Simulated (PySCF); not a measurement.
A structure optimised at PBE0-D3(BJ)/def2-SVP, used in a PySCF frequency run:

```xyz
7

Si     0.3330     0.0308    -0.0961
O     -0.3387     1.4854    -0.4295
O     -0.5191    -1.1334    -0.8910
F      0.2464    -0.3167     1.4853
H      1.7620     0.1062    -0.4466
H     -1.2993     1.5269    -0.4641
H     -0.4802    -2.0304    -0.5474
```

**Question.** Write its SMILES and formula.

**Answer.** O[SiH](O)F, FH3O2Si

**Question.** What are its rotational constants (standard atomic weights)?

**Answer.** 7.0745, 6.5596, 3.9496 GHz
